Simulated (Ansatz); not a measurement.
One change: `O[SiH2]O[Si](F)(Cl)Cl` becomes `F[Si](Cl)(Cl)[O][GeH3]`.

Ansatz, PBE0-D4/def2-TZVP geometries, multiplicity 1. Each molecule was computed in one conformer, which needn't be the lowest.

Scalar relativity is left out up to krypton.

```csv
property,`O[SiH2]O[Si](F)(Cl)Cl`
LUMO energy (B3LYP/def2-TZVPP) / eV,-0.11
HOMO energy (PBE/def2-TZVPP) / eV,-7.80
HOMO energy (ωB97M-V/def2-TZVPP) / eV,-11.55
LUMO energy (PBE0/def2-TZVPP) / eV,0.20
HOMO energy (B3LYP/def2-TZVPP) / eV,-9.05
LUMO energy (PBE/def2-TZVPP) / eV,-0.74
```

(1) What does the change do to each property? (Estimate.)

Answers

(1) Ansatz gave: 
```csv
property,`F[Si](Cl)(Cl)[O][GeH3]`,shift
LUMO energy (B3LYP/def2-TZVPP) / eV,-0.64,-0.53
HOMO energy (PBE/def2-TZVPP) / eV,-7.72,0.08
HOMO energy (ωB97M-V/def2-TZVPP) / eV,-11.48,0.07
LUMO energy (PBE0/def2-TZVPP) / eV,-0.39,-0.59
HOMO energy (B3LYP/def2-TZVPP) / eV,-8.92,0.13
LUMO energy (PBE/def2-TZVPP) / eV,-1.29,-0.55
```

With PBE0 the HOMO rises by 0.06 eV and the LUMO falls by 0.59 eV, so the gap narrows by about 0.65 eV. PBE moves the HOMO by 0.08 eV and ωB97M-V by 0.07 eV.

B3LYP here is the variant with VWN-RPA as its local correlation; programs differ in this.
